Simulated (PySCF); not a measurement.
**Question.** What does the GFN2-xTB structure of InChI=1S/C6H7NO2S/c1-10(8,9)6-4-2-3-5-7-6/h2-5H,1H3 look like in three dimensions?

**Answer.** 
Z-matrix in Å and degrees, rows numbered from 1:
```
C 
S   1  1.8089
O   2  1.4388  1  109.68
O   2  1.4385  1  109.48  3   129.88
C   2  1.8111  1  104.30  3  -115.15
C   5  1.3826  2  119.16  1   175.15
C   6  1.3869  5  117.56  2   179.39
C   7  1.3878  6  118.67  5     0.13
C   8  1.3869  7  118.58  6    -0.11
N   5  1.3168  2  116.34  1    -5.37
H   1  1.0813  2  107.81  3    50.37
H   1  1.0812  2  107.54  3   170.68
H   1  1.0830  2  107.36  3   -69.56
H   6  1.0773  5  119.62  2    -0.81
H   7  1.0798  6  120.63  5  -179.88
H   8  1.0788  7  120.98  6   179.98
H   9  1.0816  8  121.57  7   179.96
```

S2 (sulfonyl sulfur) is distorted tetrahedral (angles from 104.3° to 117.2°). Of the pairs four or more bonds apart, N10···H12 is among the closest relative to their van der Waals radii: 2.68 Å, 97 % of the sum of Bondi's values. The 6-membered ring C5–C6–C7–C8–C9–N10 has internal angles of 117.6° to 124.5° (sum 720°, against 720° for a flat polygon); it is planar, 0.00 Å rms from its mean plane, widest ring torsion 0°.

The geometry is computed with GFN2-xTB (gas phase).

Point group: near Cs, missed by 0.32 Å at most; the miss may be what the optimiser left on a soft mode. No frequency check. One conformer, not necessarily the lowest (C1–S2–C5–C6 175°).
